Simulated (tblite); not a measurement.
Start geometry of 2-methyl-2-hexene (`CCCC=C(C)C`) from a force field or distance geometry (Å):
```
atom  x, y, z in Å
C1     2.0594   -0.1759    0.7877
C2     2.1129    0.1649   -0.6849
C3     0.7812    0.7233   -1.0721
C4    -0.2491   -0.2831   -0.8224
C5    -1.2847   -0.1503    0.0160
C6    -2.2287   -1.3067    0.1426
C7    -1.5448    1.0968    0.7849
H8     0.9916   -0.2782    1.1217
H9     2.4944   -1.1926    0.9449
H10    2.5847    0.5891    1.3838
H11    2.2833   -0.7888   -1.2300
H12    2.9376    0.8542   -0.9221
H13    0.8638    0.9732   -2.1492
H14    0.5357    1.6517   -0.5020
H15   -0.1552   -1.2418   -1.3376
H16   -2.3341   -1.8054   -0.8347
H17   -1.6822   -2.0321    0.8089
H18   -3.1825   -1.0388    0.6082
H19   -1.8118    1.9466    0.1339
H20   -0.6990    1.4140    1.4292
H21   -2.4813    0.8969    1.3928
```

Problem. What comes out of this run: GFN2-xTB geometry optimisation, gas phase (tblite)?

Solution. 
```
atom  x, y, z in Å
C1     2.2536   -0.1720    0.7983
C2     2.1489    0.1069   -0.6956
C3     0.7849    0.6996   -1.0669
C4    -0.3181   -0.2915   -0.8572
C5    -1.3410   -0.1785   -0.0192
C6    -2.3941   -1.2420    0.0857
C7    -1.5543    1.0109    0.8777
H8     1.4560   -0.8417    1.1125
H9     3.2091   -0.6339    1.0374
H10    2.1697    0.7531    1.3652
H11    2.2986   -0.8229   -1.2491
H12    2.9373    0.8026   -0.9926
H13    0.8016    0.9823   -2.1243
H14    0.6118    1.6031   -0.4828
H15   -0.2338   -1.1845   -1.4648
H16   -2.2104   -2.0532   -0.6143
H17   -2.4164   -1.6517    1.0960
H18   -3.3765   -0.8178   -0.1219
H19   -1.8647    1.8788    0.2960
H20   -0.6418    1.2708    1.4096
H21   -2.3293    0.7986    1.6099
```

The energy falls by 12.7 kcal/mol over 97 L-BFGS steps, the largest force on an atom goes from 1.74 to 0.009 eV/Å, and the atoms move by 0.400 Å rms after alignment. The bond that changes most is C7–H21 (allylic carbon to methyl hydrogen), which shortens by 0.047 Å. Bonds longer at the end by more than 0.005 Å: 4 of 20; shorter: 14. Among the angles that change most is C5–C6–H17, from 104.0° to 110.2°. Among the dihedrals that turn most is H9–C1–C2–C3, from 134° to 177°. Rotational constants go from 4238, 1482, 1441 to 4302, 1376, 1329 MHz. The orientation of the end geometry is arbitrary; only internal coordinates are fixed.

On one thread of an Arm Neoverse N1, shared host with 64 logical CPUs at a one-minute load of 30, this took 0.89 s of wall time.

Its GFN2-xTB frequencies are all real (lowest 17 cm⁻¹). The numbers are those of one conformer.

The numbers are calculated, not measured.
